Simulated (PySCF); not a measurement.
# Ionisation of 2-(methylthio)naphthalene

Molecule: 2-(methylthio)naphthalene, `CSc1ccc2ccccc2c1` (C11H10S). Numbering: `[CH3:1][S:2][c:3]1[cH:4][cH:5][c:6]2[cH:7][cH:8][cH:9][cH:10][c:11]2[cH:12]1` These are map numbers, not IUPAC locants.

Level of theory: ωB97X-D3(BJ)/ma-def2-SVP single points in PySCF, grid level 2; every species was optimised with PBE0-D3(BJ)/def2-SVP. The prefix ma- adds one diffuse s and one diffuse p function on all atoms but H. Zero-point and thermal terms (298.15 K, 1 bar) come from unscaled GFN2-xTB harmonic frequencies, with soft modes damped to free rotors in the entropy. These were taken at the GFN2-xTB minima.

Frontier levels of the parent: HOMO -8.06 eV, LUMO 0.61 eV.

Oxidation to the radical cation:
```
Vertical ionisation energy (electronic)              : 7.79 eV
Adiabatic ionisation energy (with zero-point energy) : 7.63 eV
Adiabatic, electronic part                           : 7.66 eV
Vertical gap at the product's structure              : 7.54 eV
Inner reorganisation energy (four-point)             : 256 meV
Relaxation of product / of parent                    : 128 / 128 meV
⟨S²⟩ of the product                                  : 0.798
Largest spin populations                             : S2 0.35, C12 0.26, C8 0.21, C10 0.21
Largest changes of atomic charge                     : S2 0.29, C12 0.10, C8 0.09
Distances that move most (Å)                         : S2–C3 1.759 → 1.710; C3–C12 1.380 → 1.416; C11–C12 1.419 → 1.398; C7–C8 1.377 → 1.397
Potential in DMF                                     : 5.86 V absolute (solvation -25 → -194 kJ/mol)
```

Solvents are IEF-PCM continua (electrostatics only, gas-phase structures); absolute potentials refer to an electron at rest in vacuum.

Measured values (NIST Chemistry WebBook, evaluated or the median of agreeing entries): vertical ionisation energy 7.71 eV (computed 7.79, difference 0.08).

Caveats: ma-def2-SVP is a small basis, whose errors can reach tens of kJ/mol.
